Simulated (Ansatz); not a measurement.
A structure relaxed at PBE-D4/def2-SVP in Ansatz, charge -1, singlet:

```tsv
atom	x (Å)	y (Å)	z (Å)
As1	-1.7984	2.2523	0.3574
Se2	-2.9605	1.1281	-1.2377
Se3	-1.1098	0.4800	2.0949
Se4	0.3186	2.1210	-0.9785
Se5	2.1824	1.8697	0.4139
Se6	2.9428	-1.7492	-0.5909
Se7	0.9357	-2.9797	-1.0735
Se8	2.1814	-0.3812	1.1991
Se9	-0.8326	-1.3211	-1.1601
Se10	-1.8598	-1.4199	0.9754
```

Problem. Give its formula.

Solution. AsSe₉⁻ (the lowest singlet isomer of a short search).

Problem. Summarise the bond lengths by kind (pairs closer than 1.2 times the sum of covalent radii, bridged metal pairs left out).

Solution. 7 × Se–Se 2.33 to 2.43 Å; 3 × As–Se 2.27 to 2.58 Å.

The structure comes from a short search, and lower isomers may exist.
